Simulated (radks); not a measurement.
The numbers below are computed, except where a source is named.
Problem. Species: neutral samarium. Configuration: [Xe] 4f6 6s2 (the NIST ground configuration). Code: a radial shooting solver on a logarithmic mesh with Libxc functionals. Model: scalar-relativistic Kohn-Sham, PBE, spin-polarised, spherical densities, finite nucleus; open shells are filled with parallel spins first (spin-orbit coupling, left out, can overturn this in heavy ions); Fermi nuclear charge, rms radius 5.0819 fm. Some entries of the table are withheld. Estimate them.

| orbital | occ. | eigenvalue (hartree) | <r> (bohr) |
|---|---|---|---|
| 1s up | 1 | -1715.146 | 0.02274 |
| 1s down | 1 | -1715.146 | 0.02274 |
| 2s up | 1 | -280.2474 | 0.09701 |
| 2s down | 1 | -280.2465 | 0.09701 |
| 2p up | 3 | -250.0050 | 0.08547 |
| 2p down | 3 | -250.0044 | 0.08547 |
| 3s up | 1 | -61.39974 | 0.2550 |
| 3s down | 1 | -61.33231 | 0.2548 |
| 3p up | 3 | -51.94328 | 0.2534 |
| 3p down | 3 | -51.87620 | 0.2532 |
| 3d up | 5 | -39.12973 | 0.2311 |
| 3d down | 5 | -39.07818 | 0.2308 |
| 4s up | 1 | -12.24609 | 0.5794 |
| 4s down | 1 | -12.07572 | 0.5792 |
| 4p up | 3 | -9.13951 | 0.6135 |
| 4p down | 3 | -8.96897 | 0.6133 |
| 4d up | 5 | -4.78019 | 0.6710 |
| 4d down | 5 | -4.60966 | 0.6714 |
| 5s up | 1 | -1.62341 | 1.403 |
| 5s down | 1 | -1.52328 | 1.426 |
| 5p up | 3 | (1) | 1.649 |
| 5p down | 3 | (2) | 1.688 |
| 6s up | 1 | (3) | 4.274 |
| 4f up | 6 | -0.13485 | 0.9933 |
| 6s down | 1 | (4) | 4.419 |
| 5d up | 0 | -0.06982 | 3.215 |
| 5d down | 0 | -0.04893 | 3.649 |
| 6p up | 0 | -0.04575 | (5) |
| 6p down | 0 | -0.04274 | (6) |

Solution. 
(1) 5p up eigenvalue (hartree): -0.87921
(2) 5p down eigenvalue (hartree): -0.80451
(3) 6s up eigenvalue (hartree): -0.13498
(4) 6s down eigenvalue (hartree): -0.12615
(5) 6p up <r> (bohr): 5.986
(6) 6p down <r> (bohr): 6.210
